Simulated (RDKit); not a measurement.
Input file for RDKit: MMFF94 on C4H8O (a complex), monomers drawn apart or pushed together.

```python
from rdkit import Chem
from rdkit.Chem import AllChem, rdDetermineBonds

blocks = [
'''3

O     0.01108668   -0.48708049   -0.14963057
H    -0.72461800   -0.57597182    0.46702976
H     0.73591533   -0.17960363    0.40665172
''',
'''10

C    -1.71548780   -0.26799567    5.22981586
C    -0.75360350    0.64822817    5.09971191
C     0.66682521    0.35114488    5.17030796
C     1.62930449    1.25621799    4.98036824
H    -1.47981862   -1.31016179    5.41180424
H    -2.76259275   -0.00490285    5.16604344
H    -1.02188258    1.68485961    4.91661088
H     0.93484874   -0.68058181    5.37960871
H     2.67650347    0.99198089    5.03749212
H     1.39386472    2.29284563    4.76884143
''',
]
mol = None
for b in blocks:
    f = Chem.MolFromXYZBlock(b)
    rdDetermineBonds.DetermineBonds(f, charge=0)
    mol = f if mol is None else Chem.CombineMols(mol, f)
Chem.SanitizeMol(mol)
print(Chem.MolToSmiles(Chem.RemoveHs(mol)))
ff = AllChem.MMFFGetMoleculeForceField(mol, AllChem.MMFFGetMoleculeProperties(mol), nonBondedThresh=100.0, ignoreInterfragInteractions=False)
e = ff.CalcEnergy()
print(f'MMFF94 energy {e:.6f} kcal/mol')
```

The log:

```
C=CC=C.O
MMFF94 energy 4.389469 kcal/mol
```

The run finished.

Cost: about 0.07 core-seconds (a rough figure).
